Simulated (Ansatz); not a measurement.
`CN(C)c1ccc(-c2ccc(-c3ccc(-c4ccc(-c5ccc(-c6ccc(C#N)nc6)nc5)nc4)nc3)nc2)nc1`, 65 atoms. Hardware: 2 threads of AMD EPYC 7R13 on a shared host and a share (18 GiB) of an NVIDIA H100 80GB HBM3.

Single mean-field runs in def2-SVP are fitted with def2-universal-jkfit.

Task: How many basis functions does each of these Ansatz runs have, and roughly what does it cost? PBE-D4/def2-SVP, charge 1 doublet at the geometry of the charge 0 singlet, energy, from earlier orbitals; PBE0-D4/def2-SVP, charge 0 triplet at the geometry of the charge 0 singlet, energy; PBE0-D4/def2-SVP, charge 1 doublet at the geometry of the charge 0 singlet, energy; PBE-D4/def2-SVP, charge -1 doublet at the geometry of the charge 0 singlet, energy, from earlier orbitals; r2SCAN-D4/def2-SVP, charge 0 singlet, relaxation, 13 steps; r2SCAN-D4/def2-SVP, charge 0 singlet, energy, from earlier orbitals; PBE0-D4/def2-SVP, charge 0 singlet, energy and forces, from earlier orbitals; PBE-D4/def2-SVP, charge 0 singlet, energy and forces, from earlier orbitals; PBE0-D4/def2-SVP, charge -1 doublet at the geometry of the charge 0 singlet, energy; PBE-D4/def2-SVP, charge 0 triplet at the geometry of the charge 0 singlet, energy, from earlier orbitals.

Result: Other jobs shared the machine, so times can vary by a factor of up to 3. A dash marks memory too small to be measured apart from the calling script's.

```
                                                                                                      run  functions  fitting or Cholesky vectors  wall time  peak host memory (GiB)
                              PBE-D4/def2-SVP, charge 0 singlet, energy and forces, from earlier orbitals        694                         3523        7 s                       –
                                      r2SCAN-D4/def2-SVP, charge 0 singlet, energy, from earlier orbitals        694                         3523      9.5 s                       –
 PBE-D4/def2-SVP, charge 1 doublet at the geometry of the charge 0 singlet, energy, from earlier orbitals        694                         3523       10 s                     1.4
 PBE-D4/def2-SVP, charge 0 triplet at the geometry of the charge 0 singlet, energy, from earlier orbitals        694                         3523       11 s                     1.4
PBE-D4/def2-SVP, charge -1 doublet at the geometry of the charge 0 singlet, energy, from earlier orbitals        694                         3523       12 s                     1.3
                       PBE0-D4/def2-SVP, charge 1 doublet at the geometry of the charge 0 singlet, energy        694                         3523       13 s                     1.4
                             PBE0-D4/def2-SVP, charge 0 singlet, energy and forces, from earlier orbitals        694                         3523       14 s                     1.8
                      PBE0-D4/def2-SVP, charge -1 doublet at the geometry of the charge 0 singlet, energy        694                         3523       24 s                     1.4
                       PBE0-D4/def2-SVP, charge 0 triplet at the geometry of the charge 0 singlet, energy        694                         3523       29 s                     1.4
                                               r2SCAN-D4/def2-SVP, charge 0 singlet, relaxation, 13 steps        694                         3523    1.7 min                     1.2
```
